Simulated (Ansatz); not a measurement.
Problem. Name a neutral molecule of N, O, Sb, Si and H with HOMO energy (ωB97M-V/def2-TZVPP) between -8.50 and -8.20 eV and HOMO energy (PBE0/def2-TZVPP) between -6.50 and -6.20 eV (Ansatz, PBE0-D4/def2-TZVP geometry).

Solution. `O[SiH]1[NH][SbH]1` (-8.35 eV, -6.43 eV). Other molecules can fit too; these were computed, each in one conformer that needn't be the lowest.
